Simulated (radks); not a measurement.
Results of a calculation; reference values are marked as such.
Species: Tb8+. Configuration: [Kr] 4d10 4f7 5s2 5p2.

Level of theory: scalar-relativistic Kohn-Sham, exchange-only LDA, spin-polarised, spherical densities, point nucleus; open shells are filled with parallel spins first (spin-orbit coupling, left out, can overturn this in heavy ions) (a radial shooting solver on a logarithmic mesh with Libxc functionals).

Energy parts (eV):
| part | energy |
|---|---|
| total | -317774.29 |
| kinetic | 342141.36 |
| electron-nucleus | -769927.73 |
| Hartree | 116492.84 |
| exchange | -6480.75 |

Orbitals (lengths in bohr, moments of r in powers of bohr; <r^-3> diverges for s and p1/2):
orbital	occ.	eigenvalue (eV)	<r^2>	<r>	<r^-3>
1s up	1	-51939.14	0.0006323	0.02152	-
1s down	1	-51938.93	0.0006323	0.02152	-
2s up	1	-8715.445	0.009900	0.09156	-
2s down	1	-8715.195	0.009899	0.09155	-
2p up	3	-7761.560	0.007992	0.08091	12090
2p down	3	-7761.298	0.007992	0.08091	12090
3s up	1	-2031.895	0.06566	0.2397	-
3s down	1	-2028.301	0.06553	0.2395	-
3p up	3	-1737.728	0.06587	0.2384	2550
3p down	3	-1734.144	0.06571	0.2381	2557
3d up	5	-1353.277	0.05521	0.2168	342.9
3d down	5	-1350.454	0.05502	0.2164	344.0
4s up	1	-504.1832	0.3292	0.5401	-
4s down	1	-496.3911	0.3291	0.5400	-
4p up	3	-406.8815	0.3709	0.5712	579.0
4p down	3	-399.1296	0.3707	0.5711	578.1
4d up	5	-273.1575	0.4397	0.6164	65.73
4d down	5	-265.4052	0.4395	0.6162	65.62
4f up	7	-126.1422	0.6614	0.7362	10.13
4f down	0	-118.2562	0.6719	0.7405	10.11
5s up	1	-159.6033	1.609	1.202	-
5s down	1	-152.4299	1.638	1.212	-
5p up	2	-131.7478	1.964	1.326	112.6
5p down	0	-125.0676	2.021	1.345	108.5

The highest occupied level is 4f up at -126.14 eV. For comparison, the ionisation energy in NIST's Atomic Spectra Database is 143 eV (theoretical). In exact Kohn-Sham theory the highest level is minus the ionisation energy, but local and semilocal functionals leave it too shallow, through self-interaction and a potential that decays too fast; potentials with the right tail come closer. Summed over all electrons, <r^2> = 20.23 bohr^2, which gives a Langevin (diamagnetic) susceptibility term of -16 x 10^-6 cm^3/mol. Spin moment in Bohr magnetons: 9. The density falls to 0.001 e/bohr^3 at r = 2.59 bohr.
